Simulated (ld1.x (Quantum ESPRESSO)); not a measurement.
u(r) = r·R(r): atom against pseudo-atom (Tb)

Columns: radius, all-electron u(r) and pseudo u(r) of the 5d shell (level -2.44 eV) of terbium in the configuration [Kr] 4d10 4f8 5s2 5p6 5d1 6s2 6p0; Wu–Cohen, scalar-relativistic, RRKJ scheme, ld1.x (Quantum ESPRESSO) 7.5.

```
r (bohr)  all-electron  pseudo
   0.126        0.1663  0.0010
   0.252        0.0014  0.0081
   0.378       -0.2121  0.0263
   0.504       -0.2528  0.0587
   0.630       -0.1635  0.1062
   0.756       -0.0205  0.1673
   0.882        0.1286  0.2384
   1.008        0.2619  0.3144
   1.134        0.3718  0.3899
   1.260        0.4573  0.4594
   1.386        0.5208  0.5189
   1.512        0.5653  0.5654
   1.638        0.5943  0.5980
   1.764        0.6109  0.6171
   1.890        0.6179  0.6246
   2.016        0.6175  0.6228
   2.142        0.6114  0.6146
   2.268        0.6012  0.6025
   2.394        0.5880  0.5882
   2.520        0.5729  0.5729
   2.646        0.5564  0.5564
   2.772        0.5391  0.5391
   2.898        0.5214  0.5214
   3.024        0.5034  0.5034
   3.150        0.4854  0.4854
   3.276        0.4675  0.4675
```

Question: How many radial nodes do the two functions have?

Answer: The all-electron 5d function has n − l − 1 = 2; the pseudo-wave has 0, since the states of the same l below it are removed with the core.

Question: At about which radius was the pseudo-wave matched?

Answer: 2.52 bohr, where the columns begin to agree (steps of 0.13 bohr).

Question: Is the pseudo-wave norm-conserving?

Answer: Yes: the RRKJ scheme keeps the norm inside the radius equal to the all-electron one, which fixes the energy derivative of the logarithmic derivative at the level.
